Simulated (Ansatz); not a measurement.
Born–Oppenheimer molecular dynamics of AlH₄OSe (7 atoms, charge 1, multiplicity 1). It starts at the highest image of a converged band, a first-order saddle point between two minima.

Level of theory: RKS B3LYP-D4/def2-SVP (Ansatz).

```yaml
ensemble: NVE (velocity Verlet)
time_step: 0.5 fs
steps_asked: 200
starting_velocities_drawn_for: 300 K
seed: 3277
```

First frame:

```xyz
7
Properties=species:S:1:pos:R:3
O -0.422 -0.278 -1.680
Se -0.513 -0.905 0.270
Al 0.625 0.624 1.623
H -1.303 -0.092 -2.063
H 0.039 -0.913 -2.264
H 0.180 -0.386 2.774
H 1.393 1.950 1.341
```

Q: How far do the bonds stretch over the last three quarters of this one trajectory? (Pairs bonded in most of those frames.)

A: 
| bond | mean (Å) | spread (Å) | shortest | longest |
| --- | --- | --- | --- | --- |
| O1–Se2 | 2.079 | 0.041 | 2.02 | 2.15 |
| O1–H4 | 0.979 | 0.009 | 0.96 | 1.00 |
| O1–H5 | 0.979 | 0.018 | 0.95 | 1.01 |
| Se2–Al3 | 2.299 | 0.010 | 2.28 | 2.33 |
| Al3–H6 | 1.611 | 0.006 | 1.60 | 1.62 |
| Al3–H7 | 1.557 | 0.021 | 1.53 | 1.59 |

Mean temperature of the second half: 152 K. The conserved energy stayed within 0.13 meV per atom of its start (net change 0.098 meV per atom), so the integration is sound. A run of 0.1 ps of so small a system gives no equilibrium averages. The orbitals stay closed-shell, which can raise the energy where a bond breaks towards radicals; this wasn't checked here.

Run time: 4.3 min on 2 threads of Intel(R) Xeon(R) Platinum 8375C CPU @ 2.90GHz (Ice Lake) (shared host), peak memory 0.19 GiB.
